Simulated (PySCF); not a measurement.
W(CMe)(OH)3, C2H6O3W (singlet state).
Cartesian coordinates in Å at the PBE0-D3(BJ)/def2-SVP level; atoms count from 1:
```xyz
12
C2H6O3W angstrom
W      0.0475    0.0105   -1.0997
C      0.0170   -0.0138    0.6460
C      0.0123   -0.0242    2.1165
H      0.3337    0.9504    2.5210
H     -0.9922   -0.2401    2.5188
H      0.7029   -0.7886    2.5108
O      1.9023    0.3823   -1.4362
H      2.1296    0.4363   -2.3758
O     -1.1466    1.3949   -1.6212
H     -1.6269    1.9631   -1.0117
O     -0.5246   -1.7147   -1.6566
H     -0.7395   -2.4387   -1.0610
```

Theory: PySCF 2.14.0, PBE0-D3(BJ)/def2-SVP geometry optimisation, gas phase, def2 core potentials past Kr.

Q: Which atoms are bound to W1, and at what distances?

A: 4 atoms: C2 1.746 Å, O11 1.901 Å, O9 1.901 Å, O7 1.921 Å. The nearest atom not counted as bound is H8, at 2.48 Å.

Q: List the angles at W1.

A: 
| angle | degrees | distance of the outer atoms (Å) |
| --- | --- | --- |
| O7–W1–O9 | 114.7 | 3.22 |
| O7–W1–O11 | 114.5 | 3.21 |
| O9–W1–O11 | 113.0 | 3.17 |
| C2–W1–O11 | 106.0 | 2.91 |
| C2–W1–O9 | 105.9 | 2.91 |
| C2–W1–O7 | 101.2 | 2.84 |

Q: What is the shape at W1?

A: Distorted tetrahedral: angles from 101.2° to 114.7°; τ4 = (360° − α − β)/141° = 0.93 with α and β the two widest (0 for a square, 1 for a tetrahedron). The W–O distances aren't all alike: 1.901 to 1.921 Å.

Q: What are the other bond lengths?

A: C2–C3 1.471 Å; C3–H4, C3–H5, C3–H6 1.103 Å; O7–H8, O9–H10, O11–H12 0.964 Å.

Q: Give some angles away from the centre.

A: W1–C2–C3 179.1°.

Point group: Cs (every atom within 0.08 Å of its image). Charge 0, singlet. No frequency check.
